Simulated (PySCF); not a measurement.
Coordinates in bohr (charge 0 multiplicity 3):
```
Ru    0.0000    0.0000   -1.4877
Br    3.6299    0.0000    0.9604
Br   -3.6299    0.0000    0.9604
```

These are results of UPBE0/[Ru def2-TZVP with ECP28, Br def2-TZVP], scalar-relativistic core potentials, density fitting, no spin–orbit coupling, PySCF, not measurements.

This geometry of RuBr₂ is a stationary point at this level.

Q: What is the point group?

A: C2v.

Q: Is it a minimum?

A: Yes: all harmonic wavenumbers are real.

Q: List the harmonic modes with their infrared intensities.

A: 
```json
{"symmetry": "a1", "ω (cm⁻¹)": "61", "IR (km/mol)": "3.1", "type": "bend"}
{"symmetry": "a1", "ω (cm⁻¹)": "272", "IR (km/mol)": "15.4", "type": "stretch"}
{"symmetry": "b2", "ω (cm⁻¹)": "313", "IR (km/mol)": "31.8", "type": "stretch"}
```

Q: Give the atomic charges and bond orders.

A: 
```json
{"atom": "Ru1", "Mulliken": "0.62", "Löwdin": "-0.18", "polar tensor": "0.95", "spin (Mulliken)": "1.97", "Mayer order to Ru1": "–"}
{"atom": "Br2,3", "Mulliken": "-0.31", "Löwdin": "0.09", "polar tensor": "-0.48", "spin (Mulliken)": "0.01", "Mayer order to Ru1": "1.18"}
```

Q: Give the ideal-gas entropy at 298.15 K and 1 bar by parts.

A: translation 178.2, rotation 115.7, vibration 30.8, spin 9.1; total 333.8 J/(mol K).

In C2v the vibrations span 2a1 + b2. Here b1 is antisymmetric to the molecular plane and b2 lies in it.

This need not be the most stable arrangement of these atoms. With open d or f shells other occupations or spin states may lie lower.
